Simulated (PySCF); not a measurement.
**Br: ionisation energy**

Br [Ar] 3d10 4s2 4p5 (2P) → Br⁺ [Ar] 3d10 4s2 4p4 (3P), as a difference of total energies. Computed with PySCF 2.14 in cc-pVTZ-PP with ECP10MDF, with scalar relativity through the core potential. Correlated levels: valence: 3s2 3p6 3d10 frozen. The calculations carry no spin-orbit coupling.

```csv
method,ionisation energy (eV)
UHF,10.741
TPSS,11.793
PBE,11.761
MP2 (valence),11.551
SCS-MP2 (valence),11.550
CCSD (valence),11.552
CCSD(T) (valence),11.585
```

Errors of the correlated levels include the incompleteness of this basis and the frozen core.

**Question.** Which method comes closest to the reference value, and which is furthest?

**Answer.** The reference is 11.844 eV (measured; NIST levels, between the centres of gravity of the two terms). Closest: TPSS (error -0.051 eV); furthest: UHF (error -1.103 eV).
